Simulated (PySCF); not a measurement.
Two species compared at the same levels of theory.

First species: C5H4NOP.
SMILES: `CC1=CP=C(C#N)O1`

Second species: C2H6OSSi2.
SMILES with atom numbers: `[CH:1]#[C:2][Si@@H:3]([OH:4])[S:5][SiH3:6]` (hydrogens: H7 on C1; H8 on Si3; H9 on O4; H10, H11, H12 on Si6)

Levels: wB97X-D/def2-SVPD for dipole moment, HOMO energy, LUMO energy, HOMO–LUMO gap, static isotropic polarisability and electronic spatial extent ⟨r²⟩ about the centre of nuclear charge; TDDFT wB97X-D/def2-SVPD for lowest singlet excitation; TDA wB97X-D/def2-SVPD for lowest triplet excitation (Tamm–Dancoff); GFN2-xTB for rotational constant A and rotational constant C. Geometries: GFN2-xTB. Each species is one conformer at its optimised geometry, gas phase, non-relativistic unless stated. Electronic properties by PySCF.

The conformers computed, where there is a choice (atom-mapped SMILES and torsion angles):
- `[CH:1]#[C:2][Si@@H:3]([OH:4])[S:5][SiH3:6]`: C2–Si3–S5–Si6 61°, H–O4–Si3–C2 97°

Task: Which has the higher dipole moment?

Result: The first: 5.81 D against 1.40 D, a difference of 4.41 D.

Task: Which of the two has the higher rotational constant C, and by how much?

Result: The first: 0.979 GHz against 0.941 GHz, a difference of 0.038 GHz.

Task: Which has the higher ⟨r²⟩?

Result: The second: 1232 bohr² against 1120 bohr², a difference of 112 bohr².

Task: Which of the two has the higher HOMO–LUMO gap, and by how much?

Result: The second: 10.17 eV against 8.36 eV, a difference of 1.81 eV.

Task: Which has the higher HOMO energy?

Result: The first: -8.96 eV against -9.21 eV, a difference of 0.25 eV.

Task: Which has the higher LUMO energy?

Result: The second: 0.96 eV against -0.60 eV, a difference of 1.56 eV.

Task: Which has the higher T1 energy?

Result: The second: 5.06 eV against 2.73 eV, a difference of 2.33 eV.

Task: Which of the two has the higher rotational constant A, and by how much?

Result: The first: 3.324 GHz against 2.373 GHz, a difference of 0.951 GHz.

On the first: The polarisability is 13.50 Å³ as a volume (1 au = 0.148185 Å³), or 1.42 au for each of the 64 electrons. The dipole matches unit charges of opposite sign 1.21 Å apart (1 e·Å = 4.8032 D).

On the second: The vertical singlet–triplet gap S1 − T1 is 0.68 eV (TDDFT singlet less Tamm–Dancoff triplet; S1: HOMO→LUMO, weight 0.79; T1: HOMO−2→LUMO, weight 0.29). In wavenumbers S1 is 46300 cm⁻¹ (1 eV = 8065.54 cm⁻¹).
